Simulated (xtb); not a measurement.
C3H6GeO, SMILES [CH3][Ge@H]1[CH]=C[O]1. All values are semi-empirical tight-binding results from xtb (GFN2-xTB unless named), good for trends rather than for accurate numbers. Geometry optimised at GFN2-xTB. The structure was generated by enumeration; whether it is a known compound was not checked.

For metal compounds this method's bond lengths and energies can be far off.

```json
{
  "orbital_gap": "4.54 eV",
  "zero_point_energy": "47.6 kcal/mol",
  "G − E(el) at 298.15 K (modified RRHO)": "28.1 kcal/mol"
}
```
